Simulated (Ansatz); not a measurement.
Geometry optimisation, RKS revPBE/def2-SVP in Ansatz.

Input file:

```yaml
crystal:
  periodic: [false, false, false]
  atoms:
    - { symbol: Si, position_ang: [0.20411, 1.54847, -0.00181] }
    - { symbol: C, position_ang: [-0.43849, 0.12354, 1.09222] }
    - { symbol: O, position_ang: [-0.32107, -1.13632, 0.441] }
    - { symbol: Ga, position_ang: [0.17304, -1.90538, -1.00896] }
    - { symbol: H, position_ang: [-0.58463, 1.55772, -1.24324] }
    - { symbol: H, position_ang: [0.0334, 2.79045, 0.75281] }
    - { symbol: H, position_ang: [1.62044, 1.28676, -0.29894] }
    - { symbol: H, position_ang: [-1.49292, 0.27194, 1.35162] }
    - { symbol: H, position_ang: [0.11829, 0.06788, 2.03467] }
    - { symbol: H, position_ang: [0.75408, -1.19032, -2.26569] }
    - { symbol: H, position_ang: [-0.06623, -3.41474, -0.85368] }
basis:
  gaussian: { orbitals: def2-SVP }
hamiltonian:
  xc: revpbe
relax:
  f_tol: 0.02
  max_steps: 50
```

Run as:

```bash
$ ansatz run input.yaml --threads 2 --pin off --max-ram 3072MiB --backend cpu --events-out ev --progress --plain --runs-dir out
```

Q: Where does it end, and by what steps?

A: It converged. After 6 steps the energy has fallen by 0.275 eV; H10 moved furthest, 0.23 Å.

```csv
step,energy less start (eV),largest force component (eV/Å),accepted
0,0.0000,2.210,yes
1,-0.1964,1.253,yes
2,-0.2491,0.413,yes
3,-0.2497,0.423,yes
4,-0.2718,0.103,yes
5,-0.2740,0.062,yes
6,-0.2748,0.014,yes
```

```xyz
11
Properties=species:S:1:pos:R:3
Si 0.211 1.522 -0.031
C -0.435 0.068 1.061
O -0.394 -1.267 0.584
Ga 0.155 -1.992 -0.988
H -0.567 1.650 -1.315
H 0.035 2.788 0.771
H 1.670 1.362 -0.371
H -1.488 0.325 1.336
H 0.130 0.126 2.025
H 0.719 -1.032 -2.106
H -0.037 -3.550 -0.965
```

Time of the run: 11 s on 2 threads of Intel(R) Xeon(R) 6975P-C (Granite Rapids), with other jobs on the host, peak memory 0.17 GiB.
